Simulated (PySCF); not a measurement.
C2H3F3Sn. Atoms are numbered in the order given.

```xyz
9

C      0.0003    -2.7546     0.0000
C      0.8623    -1.7321     0.0000
Sn     0.0475     0.2166     0.0000
F     -1.8702     0.0136     0.0000
F      0.4477     1.3460    -1.5055
F      0.4477     1.3460     1.5055
H     -1.0854    -2.6052     0.0000
H      0.3583    -3.7918     0.0000
H      1.9492    -1.8655     0.0000
```

Geometry: r2SCAN-D4/def2-SVP. The structure was generated by enumeration; whether it is a known compound was not checked. The def2 effective core potentials stand for the cores of Sn; spin–orbit coupling is left out. One conformer was computed; it need not be the lowest.

Computed with PySCF with PBE/def2-TZVP.

Atomic charges (e):

```
atom  Mulliken  Löwdin
----  --------  ------
C1       -0.22   -0.17
C2       -0.34   -0.33
Sn3       1.39     ___
F4       -0.44     ___
F5       -0.42     ___
F6       -0.42     ___
H7        0.17     ___
H8        0.14     ___
H9        0.15    0.15
```

Task: What belongs in the gaps? (The exact figures need the calculation; the answer reports its results.)

Result: 
- Sn3, Löwdin: 0.73
- F4, Löwdin: -0.22
- F5, Löwdin: -0.21
- F6, Löwdin: -0.21
- H7, Löwdin: 0.14
- H8, Löwdin: 0.13
